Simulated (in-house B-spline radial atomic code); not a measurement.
**RPA and G0W0 on LC-wPBE: Sc6+**

Configuration [Ne] 3s2 3p3, highest spin, mean-field start LC-wPBE. Computed with a B-spline radial code for spherical atoms: all electrons, non-relativistic, point nucleus, each spin shell either full or empty, empty states to l = 9 with an (l + 1/2)⁻⁴ tail; G0W0 by contour deformation at full frequency.

Command:
```bash
python run_gw.py task.json out
```
Settings (radii: box in bohr, nucleus in fm):
```
Z                        21
electrons                15
configuration            [Ne] 3s2 3p3
hamiltonian              nr
method                   lc_wpbe
lmax                     9
spin_polarised           True
box_radius               9.29
intervals                48
```

Time taken, with all properties: 2.1 s on 1 thread of Arm Neoverse N1, with other jobs on the host.

Energies (hartree):

```json
{"term": "mean-field total", "value": "-748.66826"}
{"term": "Hartree-Fock functional on these orbitals", "value": "-748.21902"}
{"term": "direct second order", "value": "-1.0252"}
{"term": "second-order exchange", "value": "0.37137"}
{"term": "SOSEX correction", "value": "0.34326"}
```

Q: What is the RPA correlation energy, and what remains with SOSEX?

A: RPA gives -0.92222 hartree (-1.67 eV per electron); RPA + SOSEX gives -0.57897, and the second-order doubles -0.6538 hartree (no singles). RPA lacks exchange-type terms and so overcorrelates at short range.

Quasi-particle levels (eV):

| level | occupied | mean field | Σx - vxc | Σc | QP weight | G0W0 |
| --- | --- | --- | --- | --- | --- | --- |
| 3p up | yes | -131.90 | -4.81 | ? | ? | ? |
| 3s down | yes | -147.72 | -1.47 | -3.04 | 0.967 | -152.23 |
| 2p down | yes | -500.65 | -30.68 | 6.93 | 0.936 | -524.39 |
| 3p down | no | -114.88 | 6.99 | -3.24 | 0.963 | -111.13 |

G0W0 = mean field + (Σx - vxc) + Σc, with Σc (partial-wave tail included) taken at the quasi-particle energy. Only the outer levels were computed. Levels of low weight are left out.

Q: Where does G0W0 put 3p up?

A: At -137.09 eV, with Σc = -0.37 eV and a quasi-particle weight of 0.964. The tabulated removal energy is 137.99 ± 0.25 eV (NIST, semi-empirical); the calculation leaves out relativity, Breit and QED terms, and what these don't explain is the method's own error.
